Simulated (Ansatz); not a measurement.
Saddle point of Si2H7Cl3O2, closed shell (Si₂H₃Cl₃ ([SiH3][Si]([Cl])([Cl])[Cl]) + H₂O + H₂O → SiHCl₃O ([OH][Si]([Cl])([Cl])[Cl]) + SiH₄ + H₂O; bonds formed: Si1–O7, Si2–H8, H6–O9; bonds broken: Si1–Si2, H6–O7, H8–O9), PBE0-D4/def2-TZVP structure:

| atom | x (Å) | y (Å) | z (Å) |
| --- | --- | --- | --- |
| Si1 | -0.8842 | -0.6904 | -0.3340 |
| Si2 | 0.4854 | 0.0649 | 1.6681 |
| Cl3 | -1.3330 | -2.6736 | -0.8182 |
| Cl4 | -2.3811 | -0.5890 | 1.1992 |
| Cl5 | -1.8550 | 0.6067 | -1.6761 |
| H6 | 1.0924 | 0.8387 | -1.2997 |
| O7 | 0.6440 | -0.7667 | -1.1489 |
| H8 | 0.3583 | 1.0702 | 0.0785 |
| O9 | 0.8808 | 1.7012 | -0.8328 |
| H10 | -0.1949 | 0.8396 | 2.7276 |
| H11 | 0.4472 | -1.3982 | 1.9412 |
| H12 | 1.9294 | 0.4380 | 1.5901 |
| H13 | 0.6932 | -1.4966 | -1.7745 |
| H14 | 0.1174 | 2.0551 | -1.3207 |

Energies are electronic, without zero-point energy. Barriers and step energies count from the start structure reached by relaxing down the imaginary mode; all methods use the PBE0-D4 structures, on which another method's saddle can fall below an end. Ansatz 0.2.0; basis: def2-TZVPP, with def2-QZVPP for the basis limit; cores frozen in the correlated methods. B3LYP uses VWN-RPA correlation. Extrapolation: Hartree–Fock as exp(−7.88 √X), correlation as X^−2.97.

| method | barrier (kcal/mol) | step energy (kcal/mol) |
| --- | --- | --- |
| SPW92 | 22.98 | -18.29 |
| PBE-D4 | 36.79 | -18.38 |
| BLYP-D4 | 43.84 | -21.92 |
| r2SCAN-D4 | ? | -23.62 |
| B97M-V | ? | -24.55 |
| PBE0-D4 | 41.98 | -20.50 |
| B3LYP-D4 | 47.58 | -23.45 |
| r2SCAN0-D4 | 43.02 | -24.21 |
| BHLYP-D4 | 54.12 | -25.57 |
| CAM-B3LYP-D4 | 48.31 | -25.49 |
| wB97X-V | 47.47 | -23.89 |
| wB97M-V | ? | -24.24 |
| B2PLYP | 49.01 | -25.21 |
| PBE-QIDH | 45.19 | -23.48 |
| RPA on PBE | 48.10 | -25.28 |
| HF | 73.42 | -31.42 |
| MP2 | 45.42 | -25.46 |
| CCSD | 52.96 | -25.70 |
| CCSD(T) | 48.36 | -24.75 |

(1) Fill in the withheld barriers. (Judge from chemistry; the value comes from the calculation.)

The T1 diagnostic stays at or below 0.012.

Answers

(1) The calculation gives: r2SCAN-D4 38.72; wB97M-V 45.28; B97M-V 43.36 kcal/mol. Each is the energy of the saddle less that of the start structure, by the same method.

For comparison, the barrier by CCSD(T) at an estimated basis limit (MP2 extrapolated from triple and quadruple zeta, plus CCSD(T) − MP2 in triple zeta) is 47.45 kcal/mol.

Labels in which every atom is bracketed show which atoms are joined, not bond orders.

For scale, one of the runs: CCSD(T)/def2-TZVPP, 370 basis functions, launched by `ansatz run in.yaml --threads 4 --pin off --events-out ev --progress --plain --max-ram 66560MiB --backend cuda --devices 0, --max-vram 37GiB`. The run took 22 s on 4 CPU threads of an AMD EPYC 7R13 and a share of one NVIDIA H100 (shared host), with 1.4 GiB of host memory at its peak.
